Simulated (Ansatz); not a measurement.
Program: Ansatz. Geometries: PBE0-D4/def2-TZVP. ΔE: electronic, gas phase. CBS: MP2 limit from def2 TZ/QZ plus the TZ coupled-cluster correction, frozen cores. This one scheme is used for every species. Functionals use def2-TZVPP. For Br, Ga outer-core shells are correlated without core-valence functions, which leaves a few kJ/mol of doubt a bond. Scalar relativity is left out up to krypton. One conformer a species, not always the lowest.

Consider the ligand exchange at a Ga–Br bond: `[SiH3][O][GaH][Br]` + NH₃ → `[NH2][GaH][O][SiH3]` + HBr.

```tsv
level	ΔE (kJ/mol)
CAM-B3LYP-D4	84.6
PBE	89.2
CCSD(T)/def2-TZVPP	86.8
MP2/def2-QZVPP	88.1
```

Q: What does CCSD(T)/CBS give? (Estimate.)

A: The calculation gave: +86.9 kJ/mol. The listed levels differ from it by -2.3, 2.3, -0.1, 1.2 kJ/mol.

Largest T1 diagnostic among the species: 0.013.

Leaving LDA and LC-ωPBE aside and taking each functional with its dispersion term where it has one, the values, not all of them listed here, spread over 11.9 kJ/mol, from CAM-B3LYP-D4 to BHLYP-D4. LDA lies −10.6 kJ/mol from PBE without D4. At CCSD(T), def2-SVP lies −5.9 kJ/mol from the extrapolated value and def2-TZVPP −0.1 kJ/mol.
